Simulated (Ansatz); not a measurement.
Species: CCl, net charge 0, doublet state. 
Geometry from a B3LYP-D3(BJ)/def2-TZVP (Ansatz, a first-principles code) optimisation:
```
C
Cl 1 1.6564
```
Charge 0, spin multiplicity 2.

Basis-set convergence of Hartree-Fock and CCSD(T) correlation energies (hartree) with Ansatz. Valence correlation only, unless marked. UHF or UKS for open shells. No spin-orbit coupling. No relativistic terms.

| basis | functions | E(HF) | E(corr, CCSD(T)) |
|---|---|---|---|
| cc-pV(D+d)Z | 37 | -497.23683 | -0.26194 |
| cc-pV(T+d)Z | 69 | -497.26057 | -0.33981 |
| cc-pV(Q+d)Z | 119 | -497.26659 | -0.36552 |
| cc-pV(5+d)Z | 191 | -497.26775 | -0.37423 |

Extrapolating the two largest sets (X = 4 and 5) as X^-3: E(corr) = (125·(-0.37423) - 64·(-0.36552))/61 = -0.3834 Eh, an estimate of the basis-set limit. The largest set recovers 97.6 % of it, the smallest 68.3 %.
